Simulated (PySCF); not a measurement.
A calculated (wB97X, PySCF 2.14, x2c-TZVPPall with one added diffuse shell each of s, p, d, f type, the spin-free X2C one-electron Hamiltonian (Gaussian nucleus)) atom or ion has these occupied shells.

```json
{"shell": "1s α", "electrons": "1", "orbital energy (eV)": "-67272.2", "rms radius, mean of both spins (bohr)": "0.0211"}
{"shell": "1s β", "electrons": "1", "orbital energy (eV)": "-67272.2", "rms radius, mean of both spins (bohr)": "0.0211"}
{"shell": "2s α", "electrons": "1", "orbital energy (eV)": "-11601.7", "rms radius, mean of both spins (bohr)": "0.0854"}
{"shell": "2s β", "electrons": "1", "orbital energy (eV)": "-11601.6", "rms radius, mean of both spins (bohr)": "0.0854"}
{"shell": "2p α", "electrons": "3", "orbital energy (eV)": "-10202.0", "rms radius, mean of both spins (bohr)": "0.0775"}
{"shell": "2p β", "electrons": "3", "orbital energy (eV)": "-10201.9", "rms radius, mean of both spins (bohr)": "0.0775"}
{"shell": "3s α", "electrons": "1", "orbital energy (eV)": "-2687.3", "rms radius, mean of both spins (bohr)": "0.219"}
{"shell": "3s β", "electrons": "1", "orbital energy (eV)": "-2687.3", "rms radius, mean of both spins (bohr)": "0.219"}
{"shell": "3p α", "electrons": "3", "orbital energy (eV)": "-2267.8", "rms radius, mean of both spins (bohr)": "0.220"}
{"shell": "3p β", "electrons": "3", "orbital energy (eV)": "-2267.7", "rms radius, mean of both spins (bohr)": "0.220"}
{"shell": "3d α", "electrons": "5", "orbital energy (eV)": "-1762.7", "rms radius, mean of both spins (bohr)": "0.201"}
{"shell": "3d β", "electrons": "5", "orbital energy (eV)": "-1762.6", "rms radius, mean of both spins (bohr)": "0.201"}
{"shell": "4s α", "electrons": "1", "orbital energy (eV)": "-571.84", "rms radius, mean of both spins (bohr)": "0.488"}
{"shell": "4s β", "electrons": "1", "orbital energy (eV)": "-571.74", "rms radius, mean of both spins (bohr)": "0.488"}
{"shell": "4p α", "electrons": "3", "orbital energy (eV)": "-433.07", "rms radius, mean of both spins (bohr)": "0.519"}
{"shell": "4p β", "electrons": "3", "orbital energy (eV)": "-432.98", "rms radius, mean of both spins (bohr)": "0.519"}
{"shell": "4d α", "electrons": "5", "orbital energy (eV)": "-251.14", "rms radius, mean of both spins (bohr)": "0.563"}
{"shell": "4d β", "electrons": "5", "orbital energy (eV)": "-251.02", "rms radius, mean of both spins (bohr)": "0.563"}
{"shell": "5s α", "electrons": "1", "orbital energy (eV)": "-99.101", "rms radius, mean of both spins (bohr)": "1.17"}
{"shell": "5s β", "electrons": "1", "orbital energy (eV)": "-97.996", "rms radius, mean of both spins (bohr)": "1.17"}
{"shell": "5p α", "electrons": "3", "orbital energy (eV)": "-64.640", "rms radius, mean of both spins (bohr)": "1.36"}
{"shell": "5p β", "electrons": "3", "orbital energy (eV)": "-63.051", "rms radius, mean of both spins (bohr)": "1.36"}
{"shell": "4f α", "electrons": "7", "orbital energy (eV)": "-51.108", "rms radius, mean of both spins (bohr)": "0.715"}
{"shell": "4f β", "electrons": "7", "orbital energy (eV)": "-50.877", "rms radius, mean of both spins (bohr)": "0.715"}
{"shell": "5d α", "electrons": "2", "orbital energy (eV)": "-26.063", "rms radius, mean of both spins (bohr)": "2.04"}
{"shell": "6p α", "electrons": "1", "orbital energy (eV)": "-16.800", "rms radius, mean of both spins (bohr)": "3.70"}
```

Question: Name the element and its charge.

Answer: Ta(2+) (tantalum, charge +2), in [Xe] 4f14 5d2 6p1, one real determinant (an excited configuration).
